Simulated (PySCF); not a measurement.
## Removing an electron from `CO[Si@@H](C)O`

Species: C2H8O2Si.
Geometry (PBE0-D3(BJ)/def2-SVP, Å), atoms numbered from 1 in this order:
```xyz
13
C2H8O2Si angstrom
C      1.3589   -0.9724    0.3369
O      0.7123    0.1742    0.8031
Si    -0.3574    1.0902   -0.0860
C     -2.0236    0.2862   -0.2372
O     -0.5829    2.5124    0.7300
H      0.6644   -1.8259    0.2230
H      2.1337   -1.2689    1.0613
H      1.8544   -0.8086   -0.6392
H      0.2681    1.3136   -1.4310
H     -1.9543   -0.6752   -0.7699
H     -2.7226    0.9319   -0.7906
H     -2.4458    0.0979    0.7619
H      0.2116    2.9932    0.9786
```

Level: CAM-B3LYP/def2-SVPD (PySCF). Frontier orbitals with their largest atomic shares (Löwdin; up to four atoms above 4 %):

| orbital | ε (eV) | main atoms |
| --- | --- | --- |
| HOMO−3 | -11.26 | O5 59 %, C4 11 %, Si3 10 %, O2 6 % |
| HOMO−2 | -10.51 | O5 29 %, O2 20 %, Si3 12 %, C1 10 % |
| HOMO−1 | -10.22 | O2 47 %, C1 13 %, Si3 10 %, H7 7 % |
| HOMO | -9.40 | ? |
| LUMO | 1.04 | Si3 31 %, O5 23 %, H13 14 %, O2 8 % |
| LUMO+1 | 1.42 | C1 20 %, O5 11 %, H6 11 %, O2 10 % |
| LUMO+2 | 1.84 | C4 18 %, C1 11 %, H11 9 %, O2 9 % |

Question: What vertical ionisation energy does ΔSCF give, and how far is −ε(HOMO) from it?

Answer: ΔSCF: 10.26 eV (990 kJ/mol; threshold wavelength 121 nm); ⟨S²⟩ of the doublet left behind is 0.759, against 0.75 for a pure doublet. −ε(HOMO) is 9.40 eV, 0.86 eV below it. For the exact functional −ε(HOMO) would equal the first vertical ionisation energy; CAM-B3LYP (range-separated hybrid) falls short of its own ΔSCF value by 8 %.

Question: On which atoms does the HOMO lie?

Answer: O2 (silyl ether oxygen) 43 %, Si3 (oxygen-bound silicon) 12 %, C4 (Si-methyl carbon) 12 %, H9 (Si–H hydrogen) 9 %. The HOMO−1 lies 0.82 eV lower.

Question: With α = 58.6 au, estimate the like-pair dispersion coefficient by London's formula C6 = (3/4)α²I.

Answer: I = 0.3769 Eh, so C6 ≈ 972 au, a rough estimate.

Question: How many of the 10 lowest singlet excitations (vertical TDDFT, same level) lie below the ionisation energy?

Answer: All 10; they run from 7.53 to 9.16 eV.

Question: What total energies stand behind the ΔSCF value?

Answer: E(N) = -520.71921 Eh and E(N − 1) = -520.34231 Eh at the same geometry, 0.37690 Eh apart.

Geometry: PBE0-D3(BJ)/def2-SVP, one conformer, isolated molecule.
